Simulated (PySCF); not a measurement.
# Structure from 2D NMR

Compound of formula C3H6N2OSi. Correlations simulated from computed shifts and the bond graph:

HSQC (one-bond C–H):
```csv
δH,δC
4.66,75.7
```

HMBC (two and three bonds, from the bond graph):
```csv
δH,δC
5.38,161.1
4.66,"161.1, 118.5"
```

Carbons without hydrogens: δ 161.1, 118.5.

Gas phase, relativity neglected, fast rotation and ring inversion assumed for equivalent nuclei, one conformer. Structure optimised with GFN2-xTB; GIAO PBE0/pcSseg-1 shieldings; PySCF 2.14.0 with density-fitted response routines.

δ = σ(ref) − σ, references computed at the same level: TMS for 1H and 13C.

Exchangeable hydrogens are left out of these lists.

Which molecule is this?

Answers

SMILES N#C/C(CO)=N/[SiH3].

Structure with atom numbers: `[N:1]#[C:2]/[C:3]([CH2:4][OH:5])=[N:6]/[SiH3:7]`. Hydrogens are named by the atom that carries them.

1. δC 161.1 is C3, a C=N carbon.
2. δC 118.5 is C2, a nitrile carbon.
3. δC 75.7 is C4, an sp3 CH2 bonded to O (δH 4.66).
4. HMBC from δH 5.38 reaches the proton-free carbon C3.
5. HMBC from δH 4.66 reaches the proton-free carbons C3, C2.

The data come from this structure; uniqueness wasn't tested.

OH/NH shifts are gas-phase values; hydrogen bonding in solution moves them, usually downfield. Shifts are as computed. Against solution values, carbons near 30 ppm lie about +3 ppm off and those near 130 ppm about +5 ppm. Of 1211 compounds with measured shifts, 218 miss one by over three times the rms of a fit or turn the order of signals round; such compounds aren't used in these exercises.
